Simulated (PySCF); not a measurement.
C5H10O2Si.
SMILES with atom numbers: `[O:1]=[CH:2][C@H:3]1[CH2:4][O:5][CH2:6][CH2:7][SiH2:8]1` (hydrogens: H9 on C2; H10 on C3; H11, H12 on C4; H13, H14 on C6; H15, H16 on C7; H17, H18 on Si8)

The same species was optimised twice, with GFN2-xTB and with PBE0-D3(BJ)/def2-SVP (PySCF), and the same property calculations (PySCF, gas phase) were run on both structures.

| coordinate | GFN2-xTB | PBE0-D3(BJ)/def2-SVP | change |
| --- | --- | --- | --- |
| C2–C3 (Å) | 1.481 | 1.499 | +0.018 |
| C3–Si8 (Å) | 1.928 | 1.911 | -0.017 |
| C7–Si8 (Å) | 1.902 | 1.884 | -0.018 |
| C3–C4 (Å) | 1.532 | 1.537 | +0.005 |
| C4–O5 (Å) | 1.406 | 1.402 | -0.004 |
| O5–C6 (Å) | 1.408 | 1.405 | -0.003 |
| C6–C7 (Å) | 1.533 | 1.531 | -0.002 |
| O1=C2 (Å) | 1.204 | 1.204 | 0.000 |
| C2–C3–Si8 (°) | 107.6 | 110.5 | +2.9 |
| C4–C3–Si8 (°) | 108.7 | 107.3 | -1.4 |
| C3–Si8–C7 (°) | 102.0 | 103.0 | +1.0 |
| C3–C4–O5 (°) | 113.7 | 113.0 | -0.7 |
| O1–C2–C3 (°) | 125.3 | 124.6 | -0.7 |
| C4–O5–C6 (°) | 114.7 | 115.3 | +0.6 |
| O5–C6–C7 (°) | 113.7 | 113.3 | -0.4 |
| C6–C7–Si8 (°) | 110.0 | 109.7 | -0.3 |
| O1–C2–C3–C4 (°) | 158 | 155 | -3 |

Rotational constants: A = 2481, B = 1451, C = 1134 MHz (GFN2-xTB) against A = 2506, B = 1426, C = 1122 MHz (PBE0-D3(BJ)/def2-SVP). Point groups within 0.08 Å: C1 and C1.

On the GFN2-xTB structure: lowest singlet, TDDFT (eV) 4.18 [CAM-B3LYP/def2-SVPD]; lowest triplet, Tamm–Dancoff (eV) 3.61 [CAM-B3LYP/def2-SVPD]; isotropic polarisability (au) 88.2 [CAM-B3LYP/def2-SVPD]; HOMO (eV) -8.66 [CAM-B3LYP/def2-SVPD]; LUMO (eV) 0.22 [CAM-B3LYP/def2-SVPD]; dipole (D) 3.63 [CAM-B3LYP/def2-SVPD]; HOMO (eV) -7.09 [PBE0/pcSseg-1]; LUMO (eV) -0.76 [PBE0/pcSseg-1]; dipole (D) 3.45 [PBE0/pcSseg-1]; GIAO shielding of O1 (ppm) -364.9 [PBE0/pcSseg-1]; GIAO shielding of C2 (ppm) -22.5 [PBE0/pcSseg-1]; GIAO shielding of C3 (ppm) 145.0 [PBE0/pcSseg-1]; GIAO shielding of C4 (ppm) 116.2 [PBE0/pcSseg-1]; GIAO shielding of O5 (ppm) 291.2 [PBE0/pcSseg-1]; GIAO shielding of C6 (ppm) 115.2 [PBE0/pcSseg-1]; GIAO shielding of C7 (ppm) 176.1 [PBE0/pcSseg-1]; GIAO shielding of Si8 (ppm) 391.3 [PBE0/pcSseg-1].

Task: What do these properties become on the PBE0-D3(BJ)/def2-SVP structure?

Result: 
```
                                    property                level  on GFN2-xTB  on PBE0-D3(BJ)/def2-SVP  change
                  lowest singlet, TDDFT (eV)  CAM-B3LYP/def2-SVPD         4.18                     4.18    0.00
           lowest triplet, Tamm–Dancoff (eV)  CAM-B3LYP/def2-SVPD         3.61                     3.61    0.00
               isotropic polarisability (au)  CAM-B3LYP/def2-SVPD         88.2                     89.3    +1.1
                                   HOMO (eV)  CAM-B3LYP/def2-SVPD        -8.66                    -8.70   -0.04
                                   LUMO (eV)  CAM-B3LYP/def2-SVPD         0.22                     0.20   -0.02
                                  dipole (D)  CAM-B3LYP/def2-SVPD         3.63                     3.60   -0.03
energy, GFN2-xTB geometry as zero (kcal/mol)  CAM-B3LYP/def2-SVPD          0.0                     -1.0    -1.0
                                   HOMO (eV)        PBE0/pcSseg-1        -7.09                    -7.14   -0.05
                                   LUMO (eV)        PBE0/pcSseg-1        -0.76                    -0.79   -0.03
                                  dipole (D)        PBE0/pcSseg-1         3.45                     3.41   -0.04
energy, GFN2-xTB geometry as zero (kcal/mol)        PBE0/pcSseg-1          0.0                     -0.9    -0.9
                  GIAO shielding of O1 (ppm)        PBE0/pcSseg-1       -364.9                   -369.8    -4.9
                  GIAO shielding of C2 (ppm)        PBE0/pcSseg-1        -22.5                    -22.2    +0.3
                  GIAO shielding of C3 (ppm)        PBE0/pcSseg-1        145.0                    143.0    -2.0
                  GIAO shielding of C4 (ppm)        PBE0/pcSseg-1        116.2                    115.7    -0.5
                  GIAO shielding of O5 (ppm)        PBE0/pcSseg-1        291.2                    289.9    -1.3
                  GIAO shielding of C6 (ppm)        PBE0/pcSseg-1        115.2                    114.7    -0.5
                  GIAO shielding of C7 (ppm)        PBE0/pcSseg-1        176.1                    174.7    -1.4
                 GIAO shielding of Si8 (ppm)        PBE0/pcSseg-1        391.3                    389.7    -1.6
```

The heavy atoms differ by 0.034 Å rms after alignment. Among bonds between heavy atoms C2–C3, C3–Si8 and C7–Si8 change most and about equally (-0.018 to +0.018 Å). Changes are differences of the printed values. Neither structure is proved a minimum here.
